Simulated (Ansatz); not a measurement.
TiAl6⁺. The state is a doublet with charge 1. Geometry r2SCAN-D4/def2-SVP.

Cartesian coordinates in Å:
```
Ti -1.494 0.019 -0.811
Al 0.476 -1.593 -1.751
Al 0.928 0.943 0.021
Al -0.168 -1.551 0.786
Al 2.454 -1.055 -0.313
Al -1.002 2.590 0.271
Al -1.194 0.649 1.796
```

At HF/STO-3G, PBE-D4/def2-TZVP, B97M-V/def2-TZVP, r2SCANh-D4/def2-TZVP and others the charge 1 doublet is spin-contaminated (final ⟨S²⟩ up to 3.48, 0.75 for a pure state). Another isomer (doublet) lies 0.95 eV lower at PBE0-D4/def2-TZVP; other spin states weren't run for this one.

Estimate the α-spin orbital energies around the gap (eV) in Ansatz with HF/STO-3G, PBE-D4/def2-TZVP, B97M-V/def2-TZVP, r2SCANh-D4/def2-TZVP, PBE0-D4/def2-TZVP.


```json
{"orbital": "HOMO−13", "HF/STO-3G": "-55.53", "PBE-D4/def2-TZVP": "-41.83", "B97M-V/def2-TZVP": "-43.75", "r2SCANh-D4/def2-TZVP": "-44.54", "PBE0-D4/def2-TZVP": "-45.44"}
{"orbital": "HOMO−12", "HF/STO-3G": "-55.40", "PBE-D4/def2-TZVP": "-41.64", "B97M-V/def2-TZVP": "-43.66", "r2SCANh-D4/def2-TZVP": "-44.45", "PBE0-D4/def2-TZVP": "-45.34"}
{"orbital": "HOMO−11", "HF/STO-3G": "-55.17", "PBE-D4/def2-TZVP": "-41.53", "B97M-V/def2-TZVP": "-43.54", "r2SCANh-D4/def2-TZVP": "-44.32", "PBE0-D4/def2-TZVP": "-45.22"}
{"orbital": "HOMO−10", "HF/STO-3G": "-18.71", "PBE-D4/def2-TZVP": "-15.69", "B97M-V/def2-TZVP": "-16.13", "r2SCANh-D4/def2-TZVP": "-16.73", "PBE0-D4/def2-TZVP": "-17.29"}
{"orbital": "HOMO−9", "HF/STO-3G": "-15.23", "PBE-D4/def2-TZVP": "-14.02", "B97M-V/def2-TZVP": "-14.34", "r2SCANh-D4/def2-TZVP": "-14.79", "PBE0-D4/def2-TZVP": "-15.34"}
{"orbital": "HOMO−8", "HF/STO-3G": "-13.51", "PBE-D4/def2-TZVP": "-12.46", "B97M-V/def2-TZVP": "-12.68", "r2SCANh-D4/def2-TZVP": "-13.13", "PBE0-D4/def2-TZVP": "-13.63"}
{"orbital": "HOMO−7", "HF/STO-3G": "-11.71", "PBE-D4/def2-TZVP": "-11.58", "B97M-V/def2-TZVP": "-11.74", "r2SCANh-D4/def2-TZVP": "-12.16", "PBE0-D4/def2-TZVP": "-12.58"}
{"orbital": "HOMO−6", "HF/STO-3G": "-10.83", "PBE-D4/def2-TZVP": "-10.81", "B97M-V/def2-TZVP": "-10.89", "r2SCANh-D4/def2-TZVP": "-11.32", "PBE0-D4/def2-TZVP": "-11.70"}
{"orbital": "HOMO−5", "HF/STO-3G": "-8.51", "PBE-D4/def2-TZVP": "-10.17", "B97M-V/def2-TZVP": "-10.19", "r2SCANh-D4/def2-TZVP": "-10.53", "PBE0-D4/def2-TZVP": "-10.89"}
{"orbital": "HOMO−4", "HF/STO-3G": "-7.68", "PBE-D4/def2-TZVP": "-9.16", "B97M-V/def2-TZVP": "-9.20", "r2SCANh-D4/def2-TZVP": "-9.56", "PBE0-D4/def2-TZVP": "-9.93"}
{"orbital": "HOMO−3", "HF/STO-3G": "-6.79", "PBE-D4/def2-TZVP": "-8.88", "B97M-V/def2-TZVP": "-8.94", "r2SCANh-D4/def2-TZVP": "-9.41", "PBE0-D4/def2-TZVP": "-9.80"}
{"orbital": "HOMO−2", "HF/STO-3G": "-6.45", "PBE-D4/def2-TZVP": "-8.72", "B97M-V/def2-TZVP": "-8.76", "r2SCANh-D4/def2-TZVP": "-9.26", "PBE0-D4/def2-TZVP": "-9.63"}
{"orbital": "HOMO−1", "HF/STO-3G": "-6.26", "PBE-D4/def2-TZVP": "-8.51", "B97M-V/def2-TZVP": "-8.75", "r2SCANh-D4/def2-TZVP": "-9.13", "PBE0-D4/def2-TZVP": "-9.38"}
{"orbital": "HOMO", "HF/STO-3G": "-5.68", "PBE-D4/def2-TZVP": "-8.44", "B97M-V/def2-TZVP": "-8.60", "r2SCANh-D4/def2-TZVP": "-9.04", "PBE0-D4/def2-TZVP": "-9.35"}
{"orbital": "LUMO", "HF/STO-3G": "1.57", "PBE-D4/def2-TZVP": "-7.84", "B97M-V/def2-TZVP": "-7.62", "r2SCANh-D4/def2-TZVP": "-7.30", "PBE0-D4/def2-TZVP": "-7.05"}
{"orbital": "LUMO+1", "HF/STO-3G": "2.03", "PBE-D4/def2-TZVP": "-7.59", "B97M-V/def2-TZVP": "-7.40", "r2SCANh-D4/def2-TZVP": "-7.14", "PBE0-D4/def2-TZVP": "-6.77"}
{"orbital": "LUMO+2", "HF/STO-3G": "2.31", "PBE-D4/def2-TZVP": "-7.33", "B97M-V/def2-TZVP": "-7.23", "r2SCANh-D4/def2-TZVP": "-6.90", "PBE0-D4/def2-TZVP": "-6.55"}
{"orbital": "LUMO+3", "HF/STO-3G": "3.25", "PBE-D4/def2-TZVP": "-7.20", "B97M-V/def2-TZVP": "-7.03", "r2SCANh-D4/def2-TZVP": "-6.74", "PBE0-D4/def2-TZVP": "-6.33"}
{"orbital": "LUMO+4", "HF/STO-3G": "3.63", "PBE-D4/def2-TZVP": "-7.01", "B97M-V/def2-TZVP": "-6.90", "r2SCANh-D4/def2-TZVP": "-6.63", "PBE0-D4/def2-TZVP": "-6.22"}
{"orbital": "LUMO+5", "HF/STO-3G": "4.40", "PBE-D4/def2-TZVP": "-6.67", "B97M-V/def2-TZVP": "-6.57", "r2SCANh-D4/def2-TZVP": "-6.35", "PBE0-D4/def2-TZVP": "-5.99"}
{"orbital": "β HOMO", "HF/STO-3G": "-5.29", "PBE-D4/def2-TZVP": "-8.27", "B97M-V/def2-TZVP": "-8.29", "r2SCANh-D4/def2-TZVP": "-8.71", "PBE0-D4/def2-TZVP": "-8.94"}
{"orbital": "β LUMO", "HF/STO-3G": "2.05", "PBE-D4/def2-TZVP": "-7.73", "B97M-V/def2-TZVP": "-7.61", "r2SCANh-D4/def2-TZVP": "-7.49", "PBE0-D4/def2-TZVP": "-7.17"}
```
